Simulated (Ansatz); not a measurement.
Born–Oppenheimer molecular dynamics of C2H8BFSi (13 atoms, charge 0, multiplicity 1). It starts from a relaxed structure.

These are results of Ansatz 0.2.0, UKS PBE0/STO-3G, not measurements.

```json
{"ensemble": "NVT, Langevin thermostat", "time step": "0.25 fs", "steps asked": "385", "set temperature": "1500 K", "friction": "0.001 /fs", "seed": "721308"}
```

First frame:

```xyz
13
Properties=species:S:1:pos:R:3
B -1.779 -0.296 -0.705
C -0.377 -0.104 -1.296
Si 0.683 0.752 0.028
C 1.013 -0.401 1.461
F 2.098 1.191 -0.675
H -2.587 0.550 -0.795
H -2.046 -1.258 -0.087
H 0.130 -1.044 -1.543
H -0.362 0.557 -2.170
H 0.011 1.947 0.501
H 1.477 -1.334 1.129
H 0.080 -0.656 1.970
H 1.679 0.061 2.196
```

Question: How far do the bonds stretch over the last three quarters of this one trajectory? (Pairs bonded in most of those frames.)

Answer: 
```
   bond  mean (Å)  spread (Å)  shortest  longest
  B1–C2     1.558       0.063      1.40     1.67
  B1–H6     1.187       0.045      1.12     1.30
  B1–H7     1.193       0.067      1.07     1.31
 C2–Si3     1.877       0.056      1.79     1.98
  C2–H8     1.123       0.050      1.03     1.22
  C2–H9     1.110       0.060      1.01     1.20
 Si3–C4     1.872       0.067      1.77     1.97
 Si3–F5     1.649       0.061      1.54     1.75
Si3–H10     1.454       0.011      1.43     1.48
 C4–H11     1.098       0.033      1.04     1.15
 C4–H12     1.099       0.022      1.06     1.14
 C4–H13     1.099       0.030      1.05     1.15
```

Mean temperature of the second half: 763 K. The mean temperature of the second half is 49 % below the set value. A run of 0.096 ps of so small a system gives no equilibrium averages. Limits of this set-up: minimal basis.

Time of the run: 24 min on 1 thread of Arm Neoverse V1 (shared host), peak memory 0.14 GiB.
